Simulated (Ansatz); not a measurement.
Total energies of the cluster As₃⁺ from Ansatz at PBE0-D4/def2-TZVP, gas phase (1 Eh = 27.2114 eV = 2625.5 kJ/mol). The reference geometry is relaxed at r2SCAN-D4/def2-TZVP.

Cartesian coordinates in Å:
```
As 1.019 -0.763 0.438
As 0.095 1.342 0.047
As -1.115 -0.579 -0.484
```

| state | geometry | energy (Eh) |
| --- | --- | --- |
| charge 1 singlet | reference | -6706.57908 |
| charge 0 doublet | reference | -6706.84277 |
| charge 1 triplet | relaxed at r2SCAN-D4/def2-TZVP | -6706.52189 |
| charge 1 quintet | relaxed at r2SCAN-D4/def2-TZVP | -6706.45364 |

Task: Work out the vertical electron affinity, to the doublet.

Result: E(charge 1 singlet) − E(charge 0 doublet) = -6706.57908 − (-6706.84277) = 0.26369 Eh = 7.18 eV.

Task: Which of the charge 1 states is lowest, and how far above it are the others?

Result: The singlet. triplet: -6706.52189 − (-6706.57908) = 0.05719 Eh = 150.2 kJ/mol; quintet: -6706.45364 − (-6706.57908) = 0.12544 Eh = 329.3 kJ/mol.

The structure comes from a short search, and lower isomers may exist.
